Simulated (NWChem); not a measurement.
CH3AlCl2S; SMILES [S](C)[Al]([Cl])[Cl]

```xyz
8

Al    -0.0172     0.3879    -0.0001
Cl    -0.9339     2.2637     0.0006
Cl     2.0763     0.2607    -0.0005
S     -1.2468    -1.3823    -0.0006
C     -0.0254    -2.7474    -0.0008
H      1.0094    -2.3811    -0.0020
H     -0.1941    -3.3605    -0.8958
H     -0.1923    -3.3594     0.8952
```
Atoms are numbered in this order, from 1.

Program: NWChem. All runs use the structure optimised with PBE0/def2-SVP. Vzz is the largest principal value of the second derivative of the potential at the nucleus (NWChem prints the opposite sign); η is the asymmetry. Non-relativistic.

For level B3LYP/def2-SVP:

```
Item            Value
--------------  -----
Vzz Al1 (a.u.)  0.607
Vzz Cl2 (a.u.)  1.359
Vzz Cl3 (a.u.)  1.323
η Cl3            0.16
Vzz S4 (a.u.)   1.781
```

Task: How do the values read with level B3LYP/def2-TZVP instead?

Result: The vzz Al1 (a.u.) is 0.794. The vzz Cl2 (a.u.) is 1.434 and the vzz Cl3 (a.u.) is 1.409. The η Cl3 is 0.29 and the vzz S4 (a.u.) is 2.001.
